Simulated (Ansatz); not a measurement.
Gas-phase electronic energies from Ansatz, PBE0-D4/def2-TZVP geometries. CCSD(T)/CBS adds triple-zeta CCSD(T) − MP2 to the extrapolated MP2 energy (def2 sets, frozen cores). DFT in def2-TZVPP. B3LYP here is the variant with VWN-RPA as its local correlation; programs differ in this. Each species was taken in one conformer, which may not be the lowest.

`C#C[SiH2]B(C)F` + `C=CC` → `C=C(C)B(C)F` + `C#C[SiH3]`  (formal exchange of groups at a B–Si bond)

`C#C[SiH2]B(C)F`:

Cartesian coordinates in Å:
```
C 1.675 1.684 -1.461
C 0.774 0.882 -1.428
Si -0.585 -0.335 -1.307
B -0.883 -0.867 0.646
C -0.062 -0.311 1.841
F -1.853 -1.752 0.869
H 2.471 2.393 -1.500
H -0.228 -1.522 -2.131
H -1.814 0.272 -1.885
H -0.130 0.784 1.860
H 1.003 -0.519 1.685
H -0.369 -0.709 2.810
```

`C=CC`:

Z-matrix (Å, degrees):
```
C
C 1 1.490
H 1 1.095 2 111.0
H 1 1.095 2 111.0 3 118.3
H 1 1.092 2 111.5 3 -120.8
C 2 1.325 1 125.1 3 120.8
H 2 1.088 1 116.2 3 -59.2
H 6 1.084 2 121.6 1 -180.0
H 6 1.086 2 121.4 1 0.0
```

`C=C(C)B(C)F`:

Z-matrix (Å, degrees):
```
C
C 1 1.500
H 1 1.094 2 111.2
H 1 1.094 2 111.2 3 118.3
H 1 1.092 2 111.8 3 -120.9
B 2 1.562 1 119.8 3 -59.0
C 2 1.336 1 121.5 3 120.9
C 6 1.562 2 124.2 1 0.5
F 6 1.337 2 117.5 1 -179.7
H 7 1.088 2 122.1 1 0.0
H 7 1.085 2 121.1 1 -180.0
H 8 1.096 6 110.2 2 59.4
H 8 1.096 6 110.6 2 -56.6
H 8 1.091 6 113.2 2 -178.8
```

`C#C[SiH3]`:

Cartesian coordinates in Å:
```
C 0.864 -1.480 0.954
C 0.333 -0.570 0.367
Si -0.470 0.806 -0.520
H 1.333 -2.284 1.472
H 0.030 2.094 0.018
H -0.151 0.711 -1.965
H -1.939 0.722 -0.327
```

```json
{"level": "PBE-D4", "ΔE (kJ/mol)": "-33.5", "difference from CCSD(T)/CBS": "10.6"}
{"level": "B3LYP-D4", "ΔE (kJ/mol)": "-41.9", "difference from CCSD(T)/CBS": "2.2"}
{"level": "ωB97X-V", "ΔE (kJ/mol)": "-41.6", "difference from CCSD(T)/CBS": "2.5"}
{"level": "B2PLYP", "ΔE (kJ/mol)": "-44.2", "difference from CCSD(T)/CBS": "-0.1"}
{"level": "B3LYP", "ΔE (kJ/mol)": "-39.8", "difference from CCSD(T)/CBS": "4.3"}
{"level": "MP2/def2-TZVPP", "ΔE (kJ/mol)": "-50.9", "difference from CCSD(T)/CBS": "-6.8"}
{"level": "SCS-MP2/def2-TZVPP", "ΔE (kJ/mol)": "-49.7", "difference from CCSD(T)/CBS": "-5.6"}
{"level": "HF/def2-QZVPP", "ΔE (kJ/mol)": "-48.2", "difference from CCSD(T)/CBS": "-4.1"}
{"level": "SCS-MP2/def2-QZVPP", "ΔE (kJ/mol)": "-48.9", "difference from CCSD(T)/CBS": "-4.8"}
{"level": "HF/CBS(def2)", "ΔE (kJ/mol)": "-48.2", "difference from CCSD(T)/CBS": "-4.1"}
{"level": "CCSD(T)/CBS", "ΔE (kJ/mol)": "-44.1", "difference from CCSD(T)/CBS": "0"}
```

Largest T1 diagnostic among the species: 0.013.

From PBE to PBE0 (25 % exact exchange), in def2-TZVPP and without D4, ΔE moves by −4.5 kJ/mol.
